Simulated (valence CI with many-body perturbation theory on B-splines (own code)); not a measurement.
## E1 transitions of Ru XL

Calculated by configuration interaction combined with many-body perturbation theory (CI+MBPT): three valence electrons over a frozen Dirac-Fock core [He], a basis of 11 s, 11 p, 9 d, 7 f, 5 g, 2 h, 1 i functions for each j, with the one-electron correlation potential Σ1 (screened to all orders), the two-electron term Σ2, the three-electron term Σ3, Breit, model QED; selected single and double excitations, second order for the rest (own B-spline code, finite nucleus).

No measured spectrum was set against this ion. As an estimate, large intervals hold to a few tenths of a per cent, small ones and those within an open d or f shell to about a per cent.

Lines 1 to 50 of 273 in falling wavelength, among levels below 3795.8 eV, chosen from the strongest by gf and those to the six lowest levels. Wavelengths and rates use the calculated energies. Electric multipoles are in the length gauge, E1 and E2 with the static RPA response of the core. Weak lines are less certain than strong ones. Lines between different terms over intervals too small for the method are left out, as are lines whose strength nearly cancels. The highest levels of a list are the least certain.

Levels are named by their leading jj configuration (3d3/2^4 stands for four electrons in 3d with j = 3/2), which in mixed levels can hold well under half, so a name can repeat and another be missing. Letters in brackets count levels of one name in rising energy.

| λ vac (nm) | Upper | Lower | A (s⁻¹) | S (a.u.) with core polarisation | S without |
| --- | --- | --- | --- | --- | --- |
| 29.67 | (2p1/2 2p3/2 3d5/2) J=7/2 [a] | (2p1/2 2p3/2 3p3/2) J=5/2 [a] | 1.14e+09 | 1.18e-01 | 1.18e-01 |
| 29.32 | (2s 2p3/2 3d5/2) J=9/2 | (2s 2p3/2 3p3/2) J=7/2 | 1.88e+09 | 2.34e-01 | 2.34e-01 |
| 29.11 | (2p1/2 2p3/2 3d5/2) J=9/2 | (2p1/2 2p3/2 3p3/2) J=7/2 | 2.25e+09 | 2.74e-01 | 2.74e-01 |
| 28.19 | (2s 2p1/2 3d5/2) J=7/2 | (2s 2p1/2 3p3/2) J=5/2 | 2.13e+09 | 1.89e-01 | 1.89e-01 |
| 27.99 | (2p1/2^2 3d5/2) J=5/2 | (2p1/2^2 3p3/2) J=3/2 | 2.23e+09 | 1.45e-01 | 1.45e-01 |
| 27.52 | (2p1/2 2p3/2 3d5/2) J=7/2 [b] | (2p1/2 2p3/2 3p3/2) J=5/2 [a] | 1.06e+09 | 8.72e-02 | 8.72e-02 |
| 26.75 | (2s 2p1/2 3d5/2) J=5/2 [a] | (2s 2p1/2 3p3/2) J=3/2 [a] | 1.49e+09 | 8.43e-02 | 8.43e-02 |
| 25.92 | (2s 2p3/2 3d5/2) J=7/2 [b] | (2s 2p3/2 3p3/2) J=5/2 [b] | 2.34e+09 | 1.61e-01 | 1.61e-01 |
| 25.08 | (2s 2p3/2 3p1/2) J=5/2 | (2s 2p3/2 3s) J=5/2 | 1.77e+09 | 8.26e-02 | 8.26e-02 |
| 24.09 | (2s^2 3d5/2) J=5/2 | (2s^2 3p3/2) J=3/2 | 2.70e+09 | 1.12e-01 | 1.12e-01 |
| 23.96 | (2s 2p1/2 3d5/2) J=5/2 [b] | (2s 2p1/2 3p3/2) J=3/2 [b] | 2.95e+09 | 1.20e-01 | 1.20e-01 |
| 23.87 | (2s 2p3/2 3d5/2) J=7/2 [a] | (2s 2p3/2 3p3/2) J=5/2 [a] | 2.64e+09 | 1.42e-01 | 1.42e-01 |
| 23.46 | (2s 2p3/2 3d5/2) J=5/2 [a] | (2s 2p3/2 3p3/2) J=3/2 | 2.16e+09 | 8.25e-02 | 8.25e-02 |
| 17.83 | (2s 2p3/2 3p3/2) J=3/2 | (2s 2p3/2 3s) J=3/2 [a] | 6.38e+09 | 7.14e-02 | 7.14e-02 |
| 17.79 | (2p1/2 2p3/2 3d5/2) J=7/2 [a] | (2p1/2 2p3/2 3p1/2) J=5/2 | 3.34e+09 | 7.42e-02 | 7.43e-02 |
| 17.67 | (2p1/2 2p3/2 3d3/2) J=5/2 | (2s 2p3/2 3d3/2) J=3/2 [b] | 4.26e+09 | 6.97e-02 | 6.97e-02 |
| 17.29 | (2p1/2 2p3/2 3p3/2) J=5/2 [a] | (2p1/2 2p3/2 3s) J=3/2 [b] | 4.65e+09 | 7.11e-02 | 7.11e-02 |
| 17.17 | (2p1/2 2p3/2 3p3/2) J=7/2 | (2p1/2 2p3/2 3s) J=5/2 | 1.41e+10 | 2.82e-01 | 2.82e-01 |
| 17.16 | (2s 2p3/2 3d3/2) J=7/2 | (2s 2p3/2 3p1/2) J=5/2 | 5.72e+09 | 1.14e-01 | 1.14e-01 |
| 16.99 | (2p1/2 2p3/2 3d5/2) J=7/2 [b] | (2p1/2 2p3/2 3p1/2) J=5/2 | 4.64e+09 | 8.99e-02 | 8.99e-02 |
| 16.98 | (2s 2p3/2 3d3/2) J=5/2 [a] | (2s 2p3/2 3p1/2) J=3/2 [a] | 3.87e+09 | 5.61e-02 | 5.61e-02 |
| 16.95 | (2s 2p3/2 3d3/2) J=5/2 [b] | (2s 2p3/2 3p1/2) J=3/2 [b] | 4.28e+09 | 6.17e-02 | 6.17e-02 |
| 16.83 | (2s 2p1/2 3d3/2) J=5/2 | (2s 2p1/2 3p1/2) J=3/2 | 6.40e+09 | 9.03e-02 | 9.04e-02 |
| 16.54 | (2p1/2^2 3d3/2) J=3/2 | (2p1/2^2 3p1/2) J=1/2 | 9.33e+09 | 8.34e-02 | 8.34e-02 |
| 16.42 | (2s 2p3/2 3d3/2) J=3/2 [a] | (2s 2p3/2 3p1/2) J=3/2 [a] | 6.02e+09 | 5.26e-02 | 5.26e-02 |
| 16.33 | (2s 2p1/2 3d3/2) J=3/2 [a] | (2s 2p1/2 3p1/2) J=1/2 [a] | 8.44e+09 | 7.26e-02 | 7.27e-02 |
| 16.32 | (2s 2p3/2 3p3/2) J=5/2 [b] | (2s 2p3/2 3s) J=3/2 [b] | 8.54e+09 | 1.10e-01 | 1.10e-01 |
| 16.29 | (2s 2p1/2 3p3/2) J=3/2 [b] | (2s 2p1/2 3s) J=1/2 [b] | 7.71e+09 | 6.57e-02 | 6.57e-02 |
| 15.95 | (2s^2 3d3/2) J=3/2 | (2s^2 3p1/2) J=1/2 | 7.22e+09 | 5.78e-02 | 5.78e-02 |
| 15.54 | (2s 2p3/2 3p3/2) J=7/2 | (2s 2p3/2 3s) J=5/2 | 1.37e+10 | 2.03e-01 | 2.03e-01 |
| 15.51 | (2p1/2 2p3/2 3p3/2) J=5/2 [a] | (2p1/2 2p3/2 3s) J=3/2 [a] | 9.63e+09 | 1.06e-01 | 1.06e-01 |
| 15.50 | (2p1/2^2 3p3/2) J=3/2 | (2p1/2^2 3s) J=1/2 | 1.86e+10 | 1.37e-01 | 1.37e-01 |
| 15.34 | (2s 2p3/2 3p3/2) J=5/2 [a] | (2s 2p3/2 3s) J=3/2 [a] | 8.19e+09 | 8.75e-02 | 8.75e-02 |
| 15.14 | (2p1/2 2p3/2 3p3/2) J=5/2 [b] | (2p1/2 2p3/2 3s) J=3/2 [c] | 1.31e+10 | 1.35e-01 | 1.35e-01 |
| 15.00 | (2s^2 3p3/2) J=3/2 | (2s^2 3s) J=1/2 | 1.15e+10 | 7.63e-02 | 7.63e-02 |
| 14.84 | (2s 2p1/2 3p3/2) J=5/2 | (2s 2p1/2 3s) J=3/2 | 1.86e+10 | 1.80e-01 | 1.80e-01 |
| 14.33 | (2p1/2 2p3/2 3p3/2) J=5/2 [b] | (2p1/2 2p3/2 3s) J=5/2 | 7.21e+09 | 6.29e-02 | 6.29e-02 |
| 14.27 | (2s 2p1/2 3p3/2) J=3/2 [a] | (2s 2p1/2 3s) J=1/2 [a] | 1.86e+10 | 1.07e-01 | 1.07e-01 |
| 14.05 | (2p1/2 2p3/2 3p1/2) J=5/2 | (2s 2p3/2 3p1/2) J=3/2 [b] | 6.97e+09 | 5.72e-02 | 5.73e-02 |
| 13.40 | (2p1/2 2p3/2 3p3/2) J=3/2 [b] | (2p1/2 2p3/2 3s) J=3/2 [b] | 1.26e+10 | 5.96e-02 | 5.97e-02 |
| 13.28 | (2p1/2 2p3/2 3p3/2) J=1/2 [b] | (2p1/2 2p3/2 3s) J=3/2 [c] | 2.03e+10 | 4.70e-02 | 4.70e-02 |
| 13.09 | (2s 2p3/2 3p3/2) J=5/2 [a] | (2s 2p3/2 3s) J=5/2 | 9.23e+09 | 6.14e-02 | 6.14e-02 |
| 12.45 | (2p1/2 2p3/2 3s) J=5/2 | (2s 2p3/2 3s) J=3/2 [b] | 1.08e+10 | 6.15e-02 | 6.16e-02 |
| 12.10 | (2s 2p1/2 3s) J=3/2 | (2s^2 3s) J=1/2 | 1.11e+10 | 3.90e-02 | 3.90e-02 |
| 11.31 | (2s 2p1/2 2p3/2) J=5/2 | (2s^2 2p3/2) J=3/2 | 2.27e+09 | 9.71e-03 | 9.73e-03 |
| 10.38 | (2s 2p1/2^2) J=1/2 | (2s^2 2p1/2) J=1/2 | 4.08e+09 | 4.51e-03 | 4.52e-03 |
| 9.315 | (2p1/2^2 2p3/2) J=3/2 | (2s 2p1/2 2p3/2) J=3/2 [b] | 5.38e+09 | 8.58e-03 | 8.60e-03 |
| 8.765 | (2p1/2^2 3d5/2) J=5/2 | (2s 2p1/2 3d5/2) J=7/2 | 1.66e+10 | 3.30e-02 | 3.31e-02 |
| 8.265 | (2s 2p1/2 2p3/2) J=3/2 [b] | (2s^2 2p3/2) J=3/2 | 2.60e+09 | 2.90e-03 | 2.91e-03 |
| 8.038 | (2s 2p1/2 2p3/2) J=1/2 | (2s^2 2p3/2) J=3/2 | 4.67e+09 | 2.39e-03 | 2.40e-03 |
